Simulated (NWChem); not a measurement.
System: isocyanic acid (CHNO); SMILES N=C=O

Input file for NWChem:

```
start job
memory heap 200 mb stack 900 mb global 1100 mb
geometry units angstroms noautosym nocenter noautoz
  N      0.165458     1.178009     0.000000
  C     -0.013213    -0.027901     0.000000
  O     -0.029805    -1.202413     0.000000
  H     -0.566281     1.872091     0.000000
end
basis spherical
  * library iglo-iii
end
dft
  xc b3lyp
  iterations 150
end
property
  shielding
end
task dft property
```

Parts of the log:

```
             Northwest Computational Chemistry Package (NWChem) 7.3.0
             --------------------------------------------------------

                             Geometry "geometry" -> ""
                             -------------------------

 Output coordinates in angstroms (scale by  1.889725989 to convert to a.u.)

  No.       Tag          Charge          X              Y              Z
 ---- ---------------- ---------- -------------- -------------- --------------
    1 N                    7.0000     0.16545800     1.17800900     0.00000000
    2 C                    6.0000    -0.01321300    -0.02790100     0.00000000
    3 O                    8.0000    -0.02980500    -1.20241300     0.00000000
    4 H                    1.0000    -0.56628100     1.87209100     0.00000000

 Effective nuclear repulsion energy (a.u.)      58.8967876644

                              NWChem Property Module
                              ----------------------

  itol2e modified to match energy
  convergence criterion.

                                 NWChem DFT Module
                                 -----------------

 Summary of "ao basis" -> "ao basis" (spherical)
 ------------------------------------------------------------------------------
       Tag                 Description            Shells   Functions and Types
 ---------------- ------------------------------  ------  ---------------------
 N                          iglo-iii                15       35   7s6p2d
 C                          iglo-iii                15       35   7s6p2d
 O                          iglo-iii                15       35   7s6p2d
 H                          iglo-iii                 6       10   4s2p

  itol2e modified to match energy
  convergence criterion.

            General Information
            -------------------
          SCF calculation type: DFT
          Wavefunction type:  closed shell.
          No. of atoms     :     4
          No. of electrons :    22
           Alpha electrons :    11
            Beta electrons :    11
          Charge           :     0
          Spin multiplicity:     1
          Use of symmetry is: off; symmetry adaption is: off
          Maximum number of iterations: 150
          AO basis - number of functions:   115
                     number of shells:    51
          Convergence on energy requested:  1.00D-07
          Convergence on density requested:  1.00D-05
          Convergence on gradient requested:  5.00D-04

[...]

          -----------------------------------------
          Chemical Shielding Tensors (GIAO, in ppm)
          -----------------------------------------

                                NWChem CPHF Module
                                ------------------

  scftype          =     RHF
  nclosed          =       11
  nopen            =        0
  variables        =     1144
  # of vectors     =        3
  tolerance        = 0.10D-03
  level shift      = 0.00D+00
  max iterations   =       50
  max subspace     =       30

 SCF residual:    4.5727756313383528E-005

Iterative solution of linear equations
  No. of variables     1144
  No. of equations        3
  Maximum subspace       30
        Iterations       50
       Convergence  1.0D-04

   iter   nsub   residual    time
   ----  ------  --------  ---------
     1      3    4.31D-01      80.0
     2      6    1.71D-02      96.7
     3      9    1.13D-03     113.3
     4     12    4.65D-05     129.8

      Atom:    1  N
        Diamagnetic
    318.9134     -3.6919      0.0000
     -3.6919    339.3784      0.0000
      0.0000      0.0000    309.2233

        Paramagnetic
   -183.8655     13.9001      0.0000
     13.9001      5.7460     -0.0000
      0.0000     -0.0000   -117.4144

        Total Shielding Tensor
    135.0479     10.2082      0.0000
     10.2082    345.1245     -0.0000
      0.0000     -0.0000    191.8089

           isotropic =     223.9938
          anisotropy =     182.4384

          Principal Components and Axis System
                 1           2           3
              345.6193    191.8089    134.5530

      1         0.0484      0.0000      0.9988
      2         0.9988      0.0000     -0.0484
      3        -0.0000      1.0000     -0.0000

      Atom:    2  C
        Diamagnetic
    254.6697      1.6013      0.0000
      1.6013    284.4179      0.0000
      0.0000      0.0000    252.3164

        Paramagnetic
   -324.1438     -6.5904     -0.0000
     -6.5904    -14.8609      0.0000
     -0.0000      0.0000   -333.3435

        Total Shielding Tensor
    -69.4741     -4.9891      0.0000
     -4.9891    269.5570      0.0000
      0.0000      0.0000    -81.0271

           isotropic =      39.6853
          anisotropy =     344.9177

          Principal Components and Axis System
                 1           2           3
              269.6304    -81.0271    -69.5475

      1        -0.0147     -0.0000      0.9999
      2         0.9999     -0.0000      0.0147
      3         0.0000      1.0000      0.0000

      Atom:    3  O
        Diamagnetic
    389.9437     -1.2275      0.0000
     -1.2275    414.8055     -0.0000
      0.0000     -0.0000    389.0349

        Paramagnetic
   -267.9852    -15.9446      0.0000
    -15.9446    -47.8886      0.0000
      0.0000      0.0000   -379.5647

        Total Shielding Tensor
    121.9585    -17.1721      0.0000
    -17.1721    366.9169      0.0000
      0.0000      0.0000      9.4702

           isotropic =     166.1152
          anisotropy =     302.9995

          Principal Components and Axis System
                 1           2           3
              368.1149    120.7606      9.4702

      1        -0.0696      0.9976     -0.0000
      2         0.9976      0.0696     -0.0000
      3         0.0000      0.0000      1.0000

      Atom:    4  H
        Diamagnetic
     31.6604     -9.8802     -0.0000
     -9.8802     35.3792      0.0000
     -0.0000      0.0000     21.6237

        Paramagnetic
     -4.5972      2.9393      0.0000
      2.9393      1.3256     -0.0000
      0.0000     -0.0000      1.5979

[...]
```

Level: B3LYP/IGLO-III, GIAO. Structure relaxed at the B3LYP/6-31G* (spherical d) level. The printed shielding anisotropy is the first printed principal value minus the mean of the other two.
